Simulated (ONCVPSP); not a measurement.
**An all-electron radial function and its pseudo partner (erbium (Er))**

Columns: radius, all-electron u(r) and pseudo u(r) of the 5p shell (level -29.88 eV) of erbium in the configuration [Kr] 4d10 4f11 5s2 5p6 5d1 6s2; LDA (Perdew-Wang 92), scalar-relativistic, ONCV scheme, ONCVPSP 4.0.1.

```json
{"r (bohr)": "0.165", "all-electron": "0.3243", "pseudo": "0.0236"}
{"r (bohr)": "0.330", "all-electron": "-0.3274", "pseudo": "0.1007"}
{"r (bohr)": "0.495", "all-electron": "-0.4147", "pseudo": "0.2400"}
{"r (bohr)": "0.660", "all-electron": "0.0451", "pseudo": "0.4321"}
{"r (bohr)": "0.825", "all-electron": "0.5109", "pseudo": "0.6404"}
{"r (bohr)": "0.990", "all-electron": "0.8066", "pseudo": "0.8148"}
{"r (bohr)": "1.155", "all-electron": "0.9359", "pseudo": "0.9167"}
{"r (bohr)": "1.320", "all-electron": "0.9484", "pseudo": "0.9357"}
{"r (bohr)": "1.485", "all-electron": "0.8917", "pseudo": "0.8877"}
{"r (bohr)": "1.650", "all-electron": "0.8003", "pseudo": "0.7998"}
{"r (bohr)": "1.815", "all-electron": "0.6964", "pseudo": "0.6963"}
{"r (bohr)": "1.980", "all-electron": "0.5931", "pseudo": "0.5930"}
{"r (bohr)": "2.145", "all-electron": "0.4973", "pseudo": "0.4972"}
{"r (bohr)": "2.310", "all-electron": "0.4122", "pseudo": "0.4121"}
{"r (bohr)": "2.475", "all-electron": "0.3387", "pseudo": "0.3387"}
{"r (bohr)": "2.640", "all-electron": "0.2765", "pseudo": "0.2764"}
{"r (bohr)": "2.805", "all-electron": "0.2245", "pseudo": "0.2245"}
{"r (bohr)": "2.970", "all-electron": "0.1815", "pseudo": "0.1815"}
{"r (bohr)": "3.135", "all-electron": "0.1462", "pseudo": "0.1462"}
{"r (bohr)": "3.300", "all-electron": "0.1175", "pseudo": "0.1175"}
{"r (bohr)": "3.465", "all-electron": "0.0942", "pseudo": "0.0942"}
{"r (bohr)": "3.630", "all-electron": "0.0753", "pseudo": "0.0753"}
{"r (bohr)": "3.795", "all-electron": "0.0601", "pseudo": "0.0601"}
{"r (bohr)": "3.960", "all-electron": "0.0479", "pseudo": "0.0479"}
{"r (bohr)": "4.125", "all-electron": "0.0382", "pseudo": "0.0382"}
{"r (bohr)": "4.290", "all-electron": "0.0303", "pseudo": "0.0303"}
```

(1) How many radial nodes do the two functions have?

(2) At about which radius was the pseudo-wave matched?

(3) Where does each function peak?

(4) Is the pseudo-wave norm-conserving?

Answers

(1) The all-electron 5p function has n − l − 1 = 3 (the table is too coarse to show those close to the nucleus); the pseudo-wave has 0, since the states of the same l below it are removed with the core.

(2) 1.85 bohr, where the columns begin to agree (steps of 0.17 bohr).

(3) Outermost all-electron maximum near 1.32 bohr, pseudo maximum near 1.32 bohr (to the table’s step).

(4) Yes: the ONCV scheme keeps the norm inside the radius equal to the all-electron one, which fixes the energy derivative of the logarithmic derivative at the level.
